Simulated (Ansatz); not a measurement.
Basis-set extrapolation for C2H9AlClN, SMILES `[CH3][Al-]([CH3])([NH3+])[Cl]` (PBE0-D4/def2-TZVP geometry, frozen core, the Gaussian-basis code of Ansatz). Multiplicity 1, RHF reference.

|  | def2-TZVPP | def2-QZVPP |
| --- | --- | --- |
| HF | -837.053798 | -837.080343 |
| MP2 correlation | -0.865991 | -0.931194 |
| CCSD(T) correlation | -0.961810 | not run |

Energies in hartree. Use E(X) = E(∞) + A·exp(−7.88·√X) for Hartree–Fock and E(X) = E(∞) + B·X^(−2.97) for correlation, with X = 3 and 4, and add CCSD(T) minus MP2 of the smaller set to the MP2 limit.

Problem. What is the CCSD(T) energy at the basis-set limit?

Solution. HF limit: -837.080343 + (-0.026545) × 0.13774 = -837.08400. MP2 limit: -0.931194 + (-0.065203) × 0.74074 = -0.97949. Higher-order term: -0.961810 − (-0.865991) = -0.09582. Total: -838.15931 hartree, 90.2 kcal/mol below CCSD(T)/def2-TZVPP.
